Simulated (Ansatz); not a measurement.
BCl, triplet, at a GFN2-xTB geometry (the spin is typed, not shown lowest); B3LYP/cc-pVTZ run with Ansatz (a program for electronic structure).

Input for Ansatz:
Ansatz 0.2 input:
```yaml
crystal:
  periodic: [false, false, false]
  atoms:
    - {symbol: B, position_ang: [-0.00000000, -0.00000000, -1.29965053]}
    - {symbol: Cl, position_ang: [0.00000000, 0.00000000, 0.38225016]}
basis:
  gaussian:
    orbitals: cc-pVTZ
    nuclear_model: gaussian
hamiltonian:
  xc: b3lyp
magnetization: {spin_polarized: true, initial_magnetization: 2}
```

It wrote (shortened):

```
Functional definition: B3LYP
500 factors; their error is unknown
mean field evaluation 1: about -13195.2431 eV, gradient 8.1e0 eV
mean field evaluation 2: about -13195.4581 eV, gradient 7.8e0 eV
mean field evaluation 4: about -13195.8282 eV, gradient 9.6e-1 eV
mean field evaluation 8: about -13195.8917 eV, gradient 1.4e-1 eV
mean field evaluation 16: about -13195.8917 eV, gradient 1.0e-5 eV
mean field -13195.89173832 eV, -484.9400768864 hartree, gradient 1.0e-5 eV, S^2 2.003667; 0 other end points of the search recorded, 0 dependent functions left out
reference -13195.89191179 eV, -484.9400832615 hartree; 12, 10 occupied and 52, 54 virtual orbitals, 500 factors
Total energy: -13195.89191179 eV, -484.9400832615 hartree
```
